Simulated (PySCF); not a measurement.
B3LYP has the VWN-RPA correlation part, as in Gaussian. 

Cartesian coordinates (Å):
SMILES: N[C](N)S
```xyz
9

N     -1.1071    -0.6507    -0.0758
C      0.1271    -0.0187     0.1016
N      0.0079     1.3651     0.1858
S      1.5260    -0.7426    -0.7100
H     -1.7845    -0.3761     0.6238
H     -1.0370    -1.6528    -0.1569
H     -0.5443     1.7870    -0.5571
H      0.8933     1.8338     0.2911
H      1.9186    -1.5450     0.2976
```
Charge 0, spin multiplicity 2.

Q: What dipole moment, total energy and highest occupied spin orbital does B3LYP-D3(BJ)/def2-TZVP // PBE0-D4/def2-TZVP in PySCF give?

A: 
```
Quantity                              Value
-----------------------------  ------------
dipole moment                        1.13 D
total energy                   -548.8647 Ha
highest occupied spin orbital      -3.99 eV
```
